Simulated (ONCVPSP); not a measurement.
**argon (Ar): excitation energies, all-electron against ONCV**

```
Element                 : argon (Ar)
Generator               : ONCVPSP 4.0.1
Type                    : optimised norm-conserving Vanderbilt (ONCV)
Functional              : PBE
Relativity              : non-relativistic
Frozen core             : [Ne]
Valence charge          : 8
Reference configuration : 3s2 3p6
Partial waves           : 3s: rc 1.15 bohr, ncon 3, nbas 7, qcut 6.1 1/bohr, 3 projectors, debl 2.2 Ha; 3p: rc 1.35 bohr, ncon 3, nbas 6, qcut 7 1/bohr, 2 projectors, debl 0.8 Ha; d scattering state at 0.35 Ha: rc 1.35 bohr, ncon 4, nbas 8, qcut 7.6 1/bohr, 2 projectors, debl 2.5 Ha
Local potential         : polynomial inside 0.85 bohr (lpopt 5, dvloc0 6 Ha)
Core correction         : polynomial model core, fcfact 0.2
```

Energies are relative to the spin-unpolarised reference configuration 3s2 3p6; without spin polarisation the order of configurations can differ from experiment.

```json
{"valence configuration": "3s2 3p5", "charge": "+1", "ΔE all-electron (eV)": "16.074", "error AE − PS (meV)": "+2.3"}
{"valence configuration": "3s2 3p4", "charge": "+2", "ΔE all-electron (eV)": "44.745", "error AE − PS (meV)": "+15"}
{"valence configuration": "3s2 3p3", "charge": "+3", "ΔE all-electron (eV)": "87.331", "error AE − PS (meV)": "+56"}
{"valence configuration": "3s1 3p6", "charge": "+1", "ΔE all-electron (eV)": "30.431", "error AE − PS (meV)": "+4.3"}
```

Note: ghosts flagged at negative energy: s at -256.1 eV; no localised positive-energy state flagged. A true bound ghost makes a file unfit for plane-wave use.
